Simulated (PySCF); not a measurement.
B(Cl)(H)(SiH3) (BClH4Si), SMILES [SiH3]BCl.

Geometry: B3LYP-D3(BJ)/def2-TZVP.

All values below come from TDA-M06-2X/def2-SVPD (PySCF).

Vertical excitations. The molecule is in vacuum. State labels are in the subgroup Cs.

Computed excitation energies, oscillator strengths and character:
```
state  symmetry  energy (eV)  λ (nm)      f                                            main pairs
-----  --------  -----------  ------  -----  ----------------------------------------------------
S1           A"         4.08     304  0.004                                        HOMO→LUMO 97 %
S2           A"         6.56     189  0.008                                      HOMO−3→LUMO 96 %
S3           A"         6.72     185  0.008                                      HOMO−1→LUMO 88 %
S4           A'         7.04     176  0.145                                      HOMO−2→LUMO 79 %
S5           A'         7.24     171  0.046                                      HOMO→LUMO+1 72 %
S6           A'         7.57     164  0.050                                      HOMO−4→LUMO 82 %
S7           A"         7.68     161  0.000                                      HOMO−5→LUMO 86 %
S8           A'         7.80     159  0.009  HOMO→LUMO+3 55 %, HOMO→LUMO+1 17 %, HOMO→LUMO+2 15 %
S9           A"         8.21     151  0.000                    HOMO→LUMO+5 75 %, HOMO→LUMO+7 18 %
S10          A'         8.39     148  0.256                    HOMO→LUMO+2 68 %, HOMO→LUMO+3 19 %
T1           A"         3.55     350      0                                        HOMO→LUMO 96 %
T2           A'         5.87     211      0                    HOMO−4→LUMO 61 %, HOMO−2→LUMO 37 %
T3           A"         5.95     208      0                                      HOMO−3→LUMO 80 %
T4           A"         6.51     191      0  HOMO−1→LUMO 70 %, HOMO−3→LUMO 15 %, HOMO−5→LUMO 12 %
```
Triplets are in the Tamm–Dancoff approximation.
